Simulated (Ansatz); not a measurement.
`[SeH][SnH2][SeH]` + `CBCl` → `CB(Cl)[SeH]` + `[SeH][SnH3]` at 600 K and 1 bar (formal exchange of groups at the Se–Sn bond).

Program: Ansatz. Geometries: PBE0-D4/def2-TZVP. ΔE: electronic, gas phase. CCSD(T)/CBS is the MP2 limit (def2-TZVPP, def2-QZVPP) plus CCSD(T) − MP2 in def2-TZVPP, frozen cores. def2 core potentials past Kr. For Se, Sn outer-core shells are correlated without core-valence functions, which leaves a few kJ/mol of doubt a bond. Scalar relativity is left out up to krypton. One conformer a species, not always the lowest.

```json
{"species": "`[SeH][SnH2][SeH]`", "CCSD(T)/CBS energy (Eh)": "-5017.88675", "H − E (kJ/mol)": "133.1", "S (J/(mol·K))": "466.3"}
{"species": "`CBCl`", "CCSD(T)/CBS energy (Eh)": "-525.07110", "H − E (kJ/mol)": "169.4", "S (J/(mol·K))": "342.6"}
{"species": "`CB(Cl)[SeH]`", "CCSD(T)/CBS energy (Eh)": "-2925.81492", "H − E (kJ/mol)": "182.7", "S (J/(mol·K))": "407.6"}
{"species": "`[SeH][SnH3]`", "CCSD(T)/CBS energy (Eh)": "-2617.13827", "H − E (kJ/mol)": "115.7", "S (J/(mol·K))": "375.3"}
```

H − E and S are ideal-gas, rigid-rotor, harmonic terms from PBE0-D4/def2-TZVP, for one conformer and one mirror image of each species. 1 Eh = 2625.50 kJ/mol, R = 8.31446 J/(mol·K).

By hand: ΔE, ΔH, ΔS and ΔG.

ΔE = (-2925.81492) + (-2617.13827) − (-5017.88675) − (-525.07110) = 0.00466 Eh = 12.2 kJ/mol. Δ(H − E) = 182.7 + 115.7 − 133.1 − 169.4 = -4.1, so ΔH = 8.1 kJ/mol. ΔS = 407.6 + 375.3 − 466.3 − 342.6 = -26.0 J/(mol·K). ΔG = 8.1 − 600 × (-26.0)/1000 = 23.7 kJ/mol.

By hand: the equilibrium constant, and the temperature at which ΔG would vanish if ΔH and ΔS stayed fixed.

log₁₀ K = −ΔG/(RT ln 10) = -2.1. ΔH and −TΔS have one sign here, so there is no such temperature.

TΔS isn't small against ΔH here. A doubt of 5 kJ/mol in ΔE shifts log₁₀ K by 0.4 here. Other conformers and mirror images would add mixing entropy, several J/(mol·K) or more a flexible species. Modes under 60 cm⁻¹, often nearly free rotors, make the harmonic entropy too high. These are equilibria of isolated gas molecules and say nothing of rates. Largest T1 diagnostic: 0.011 (customary marks: 0.02 for closed shells, 0.045 for open ones).
